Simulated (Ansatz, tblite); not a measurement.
Cost and result up the ladder for IrO2 (3 atoms). The state is a doublet with charge 0. Geometry: PBE0-D4/def2-TZVP.

```xyz
3

Ir   -0.054    0.098   -0.053
O     0.704    0.951    1.186
O    -0.650   -1.049   -1.132
```

Ansatz on 4 threads of Arm Neoverse V2 on a shared host; xTB runs through tblite on one thread. Times are rough, summed over both states, and most runs start from the orbitals of an earlier one. No level here is sound enough to serve as a yardstick. The other state is a singlet.

In the def2 sets Ir takes a core potential; there is no spin–orbit coupling. The xTB rows come from tblite. The structure comes from a short search, and lower isomers may exist.

Run but left out: HF/def2-TZVPP, MP2/def2-TZVPP, CCSD/def2-TZVPP, CCSD(T)/def2-TZVPP (flagged by the program: large difference).

Raw xTB energies of ions are shifted by several eV, and xTB has no spin-polarisation term.

```json
{"level": "GFN1-xTB", "functions": "17", "wall time": "0.004 s"}
{"level": "GFN2-xTB", "functions": "17", "wall time": "0.005 s"}
{"level": "PBE-D4/def2-TZVP", "functions": "102", "wall time": "1.4 s"}
{"level": "PBE0-D4/def2-TZVP", "functions": "102", "wall time": "3.2 s"}
{"level": "r2SCAN-D4/def2-TZVP", "functions": "102", "wall time": "3.5 s"}
```

Q: Estimate what each level gives for the vertical IE (eV).

A: 
```json
{"level": "GFN1-xTB", "vertical IE (eV)": "17.02", "remarks": "–"}
{"level": "GFN2-xTB", "vertical IE (eV)": "17.03", "remarks": "–"}
{"level": "PBE-D4/def2-TZVP", "vertical IE (eV)": "10.69", "remarks": "restricted SCF unstable in HF (+1 singlet)"}
{"level": "PBE0-D4/def2-TZVP", "vertical IE (eV)": "10.93", "remarks": "restricted SCF unstable in HF (+1 singlet)"}
{"level": "r2SCAN-D4/def2-TZVP", "vertical IE (eV)": "10.91", "remarks": "restricted SCF unstable in HF (+1 singlet)"}
```
